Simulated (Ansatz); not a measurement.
Stepwise reaction of `[F][Ge]([F])([Cl])[Cl]` with hydrogen chloride, as a gas-phase model of exchange steps in deposition or etching. ΔE in kJ/mol; ΔG adds harmonic PBE0-D4 terms to CCSD(T)/CBS, at 1 bar.

Computed with Ansatz on PBE0-D4/def2-TZVP structures; ΔE is electronic, products minus reactants. CCSD(T)/CBS adds triple-zeta CCSD(T) − MP2 to the extrapolated MP2 energy (def2 sets, frozen cores). This one scheme is used for every species. DFT in def2-TZVPP. B3LYP here is the variant with VWN-RPA as its local correlation; programs differ in this. For Ge outer-core shells are correlated without core-valence functions, which leaves a few kJ/mol of doubt a bond. Scalar relativity is left out up to krypton.

| step | reaction | PBE-D4 | B3LYP-D4 | ωB97M-V | CCSD(T)/CBS | ΔG(500 K) |
| --- | --- | --- | --- | --- | --- | --- |
| 2 | `[F][Ge]([Cl])([Cl])[Cl]` + HCl → `[Cl][Ge]([Cl])([Cl])[Cl]` + H–F | -11.4 | -8.1 | -6.6 | -11.8 | 0.0 |

(1) Give the row of step 1, `[F][Ge]([F])([Cl])[Cl]` + HCl → `[F][Ge]([Cl])([Cl])[Cl]` + H–F. (Estimate.)

(2) By hand: ΔE of the 2 steps together at CCSD(T)/CBS.

Results:

(1) Ansatz gave: 
```tsv
step	reaction	PBE-D4	B3LYP-D4	ωB97M-V	CCSD(T)/CBS	ΔG(500 K)
1	`[F][Ge]([F])([Cl])[Cl]` + HCl → `[F][Ge]([Cl])([Cl])[Cl]` + H–F	-12.4	-8.7	-7.3	-11.7	-4.1
```

(2) (-11.7) + (-11.8) = -23.5 kJ/mol, or -11.8 kJ/mol a step.

In ΔE the steps differ by no more than 0.1 kJ/mol. All are downhill at CCSD(T)/CBS. ΔG lies between -4.1 and 0.0 kJ/mol a step. PBE-D4 differs from CCSD(T)/CBS by -0.7 to 0.4 kJ/mol a step. Isolated molecules leave out the surface, adducts and barriers. Largest T1 diagnostic: 0.011.
